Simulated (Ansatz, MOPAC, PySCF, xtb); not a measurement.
Two rigid molecules brought together: BBr3 ··· HCl (SMILES BrB(Br)Br and Cl). Monomers: optimised at B3LYP-D3(BJ) (def2-TZVP), held rigid. Orientation: lowest of the rigid-body minima from ten starts at GFN2-xTB. The monomers approach along the line of their centres of mass (distance R); nothing else relaxes.

- GFN1-xTB (xtb)
- RHF/STO-3G = restricted Hartree-Fock/STO-3G, no counterpoise correction run with PySCF
- AM1, restricted, heats of formation (MOPAC)
- CCSD(T)/aug-cc-pVDZ = Ansatz (a quantum-chemistry and plane-wave program) with CCSD(T) on RHF/aug-cc-pVDZ, cores with 3d frozen, counterpoise-corrected

Interaction energies in kcal/mol; the last columns give the difference from CCSD(T):

| R / Å | GFN1-xTB | RHF/STO-3G | AM1 | CCSD(T)/aug-cc-pVDZ | GFN1-xTB − CCSD(T)/aug-cc-pVDZ | RHF/STO-3G − CCSD(T)/aug-cc-pVDZ | AM1 − CCSD(T)/aug-cc-pVDZ |
|---|---|---|---|---|---|---|---|
| 2.83 | 2.00 | 5.30 | 0.98 | 6.73 | -4.73 | -1.44 | -5.75 |
| 3.02 | 0.22 | 1.89 | 0.10 | 2.80 | -2.58 | -0.91 | -2.70 |
| 3.26 | -0.70 | -0.02 | -0.29 | 0.22 | -0.92 | -0.24 | -0.51 |
| 3.43 | -0.92 | -0.53 | -0.38 | -0.63 | -0.28 | 0.11 | 0.25 |
| 3.63 | -0.96 | -0.71 | -0.42 | -1.06 | 0.10 | 0.35 | 0.64 |
| 3.96 | -0.87 | -0.64 | -0.40 | -1.11 | 0.24 | 0.47 | 0.71 |
| 4.28 | -0.72 | -0.49 | -0.33 | -0.90 | 0.17 | 0.41 | 0.57 |
| 4.74 | -0.53 | -0.32 | -0.23 | -0.57 | 0.05 | 0.26 | 0.34 |
| 5.43 | -0.30 | -0.18 | -0.13 | -0.27 | -0.03 | 0.10 | 0.15 |
| 6.49 | -0.12 | -0.08 | -0.05 | -0.10 | -0.02 | 0.01 | 0.04 |
| 7.79 | -0.04 | -0.04 | -0.02 | -0.03 | -0.01 | -0.01 | 0.01 |

GFN1-xTB is furthest from CCSD(T)/aug-cc-pVDZ at 2.83 (-4.73 kcal/mol, below); its mean absolute difference over the points is 0.83 kcal/mol.

RHF/STO-3G is furthest from CCSD(T)/aug-cc-pVDZ at 2.83 (-1.44 kcal/mol, below); its mean absolute difference over the points is 0.39 kcal/mol.

AM1 is furthest from CCSD(T)/aug-cc-pVDZ at 2.83 (-5.75 kcal/mol, below); its mean absolute difference over the points is 1.06 kcal/mol.
